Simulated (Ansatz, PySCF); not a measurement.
AgCl, SMILES [Ag][Cl], multiplicity 1. Atoms are numbered in the order given.

```xyz
2

Ag     0.0000     0.0000    -0.6262
Cl     0.0000     0.0000     1.6623
```
Charge 0, spin multiplicity 1.

Geometry: PBE0-D3(BJ)/def2-TZVPD. The spin state was assumed, not searched. The def2 effective core potentials stand for the cores of Ag; spin–orbit coupling is left out.

Two levels are set side by side: PBE-D3(BJ)/def2-TZVPD (Ansatz, a program for electronic structure) and PBE0-D3(BJ)/def2-TZVPD (Ansatz). Each level has its own optimised geometry; the coordinates shown are those of the second. Frequencies come from the Hessian of PySCF at each geometry. Differences are taken from unrounded values.

```csv
quantity,PBE0-D3(BJ),PBE-D3(BJ),PBE-D3(BJ) minus PBE0-D3(BJ)
bond Ag1–Cl2 (Å),2.288,2.286,-0.002
highest harmonic wavenumber (cm⁻¹),332,325,-7
mean harmonic wavenumber (cm⁻¹),332,325,-7
zero-point energy (kcal/mol),0.47,0.46,-0.01
```
